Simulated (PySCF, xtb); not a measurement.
HO4S, SMILES [O]S(=O)(=O)O (connectivity only; charge and spin as stated), charge -1, multiplicity 1.

GFN2-xTB run with xtb at its own geometry gives an orbital gap of 8.58 eV.

The structure is a stationary point at PBE0-D3(BJ)/def2-SVPD. The spin state was assumed, not searched. The isomer is the one that the SMILES or the coordinates give; other isomers of the formula were not compared. Other conformers were not sampled.

What does M06-2X/def2-SVPD in PySCF give? (An estimate is asked for; the answer gives what the named calculation found.)

gap 8.55 eV (levels -4.31 and 4.24 eV).
